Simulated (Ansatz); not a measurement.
Zr(OH)F3 (ZrOF₃H), relaxed as a singlet with RKS PBE0-D4/def2-SVP in Ansatz, starting from the GFN2-xTB geometry. Force threshold 0.02 eV/Å.

In the def2 sets Zr takes a core potential; there is no spin–orbit coupling.

Start:

```xyz
6

Zr   -0.2660   -0.0635    0.3338
O     1.0972    0.2413   -0.8648
H     1.5241    0.3567   -1.7192
F    -0.9141   -1.7908    0.1528
F    -1.6778    1.0873   -0.0094
F     0.2366    0.1691    2.1068
```

Task: Estimate the energy that the relaxation releases and the steps that it takes.

Result: 5.7 kcal/mol, in 6 steps; 13 s on 2 threads of AMD EPYC 7R13 on a shared host. No frequencies were taken in this run, so the end may be a saddle point.

Task: Does the start keep its bonding and symmetry?

Result: By distances, no bond broke or formed. The bond that changes most is Zr1–O2, from 1.84 to 1.90 Å (atoms count from 1).

Task: Predict the relaxed structure.

Result: 
```xyz
6

Zr   -0.338   -0.076    0.319
O     1.025    0.232   -0.966
H     1.710    0.386   -1.616
F    -0.968   -1.868    0.170
F    -1.785    1.125    0.021
F     0.356    0.200    2.072
```
Bond lengths: 3 × F–Zr 1.90 Å; 1 × O–Zr 1.90 Å; 1 × H–O 0.96 Å.
